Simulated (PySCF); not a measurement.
## Radial density of Pt (platinum, neutral)

BLYP, [Xe] 4f14 5d9 6p1, one real determinant (an excited configuration). All numbers are calculated (PySCF 2.14, scalar relativity through the core potential, in aug-cc-pVQZ-PP with ECP60MDF (7s7p6d4f3g2h, 135 functions)). This is the valence pseudo-density: the core potential removes the inner electrons and smooths the orbitals near the nucleus.

```csv
r (bohr),4πr²ρ (e/bohr),4πr²(ρα − ρβ)
0.126,4.391e-05,0.0000
0.212,0.001171,0.0001
0.356,0.08838,0.0024
0.599,4.239,0.0933
1.01,15.59,0.6385
1.69,6.661,0.5855
2.85,1.279,0.3410
4.80,0.2412,0.1924
8.07,0.03157,0.0312
13.6,0.0005806,0.0006
```

⟨L²⟩ = 8.08 against 12 for a pure F term, so this real determinant mixes terms. Energies and moments cover only the electrons outside the core potential. Spin-orbit coupling, absent here, splits the open shell strongly.
